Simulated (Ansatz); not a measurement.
Calculated with Ansatz (gas phase, PBE0-D4/def2-TZVP geometries, no zero-point term in ΔE). CCSD(T)/CBS is the MP2 limit (def2-TZVPP, def2-QZVPP) plus CCSD(T) − MP2 in def2-TZVPP, frozen cores. This one scheme is used for every species, atoms too. Functionals use def2-TZVPP. No spin–orbit coupling; open shells (•) take unrestricted orbitals. Spin–orbit coupling would lower the free atoms: a little for C, F, Si. Each species was taken in one conformer, which may not be the lowest.

Reaction (atomization): `F/C=C(\[SiH3])CF` → 3 C• + 2 F• + 6 H• + Si•

`F/C=C(\[SiH3])CF`:

Cartesian coordinates in Å:
```
F 0.747 2.347 0.081
C 0.890 1.124 0.611
C 0.183 0.100 0.166
Si -1.046 0.330 -1.228
C 0.356 -1.254 0.770
F 1.296 -1.257 1.782
H 1.624 1.106 1.408
H -2.112 1.289 -0.846
H -0.370 0.805 -2.461
H -1.662 -0.998 -1.494
H -0.588 -1.614 1.195
H 0.682 -1.978 0.015
```

| level | ΔE (eV) |
| --- | --- |
| PBE0-D4 | 47.26 |
| CCSD(T)/def2-TZVPP | 45.89 |

(1) What does CCSD(T)/CBS give? (Estimate.)

Largest T1 diagnostic among the species: 0.012.

Results:

(1) Computed: +47.06 eV. The listed levels differ from it by 0.20, -1.17 eV.

From PBE to PBE0 (25 % exact exchange), in def2-TZVPP and without D4, ΔE moves by −0.97 eV: exact exchange takes away binding that semilocal exchange gives to molecules. In def2-TZVPP, CCSD(T) changes the Hartree–Fock value by +11.51 eV (the triples alone add +0.74 eV) and MP2 by +12.42 eV; breaking electron pairs costs correlation energy, which Hartree–Fock lacks.

For atomizations the MP2-based limit and the directly extrapolated one differ by several kJ/mol either way, and by 10 to 25 for some Ge, Se and Sn compounds, so smaller differences from it don't rank the levels.
